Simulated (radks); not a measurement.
The phosphorus anion P3-, [Ar], held by a Watson sphere: a shell of charge +3 at radius R that stands for the Madelung well of a crystal (potential energy -3/R inside, -3/r outside, in hartree with lengths in bohr). Method: scalar-relativistic Kohn-Sham, PBE, spin-polarised, spherical densities, point nucleus; computed with a radial shooting solver on a logarithmic mesh with Libxc functionals. Response by self-consistent Sternheimer equations with the Hartree and adiabatic LDA kernel, the relativistic mass of each level held fixed and spin-orbit coupling left out. The sphere does not respond.

R (bohr)  e(2p) (eV)  e(3s) (eV)  e(3p) (eV)  <r> 3p (bohr)  sum of <r^2> (bohr^2)  X-ray form factor at sin(theta)/lambda = 0.1 1/angstrom  alpha (bohr^3)
2.95         -120.81     -13.591      -6.169          2.624                  61.29                                                   14.540           55.74
3.04         -120.81     -13.359      -5.993          2.660                  62.82                                                   14.484           59.56
3.15         -120.81     -13.090      -5.782          2.703                  64.70                                                   14.417           64.59
3.69         -120.73     -11.981      -4.848          2.911                  74.22                                                   14.119           96.11
4.56         -120.47     -10.812      -3.701          3.235                  90.93                                                   13.739           179.2
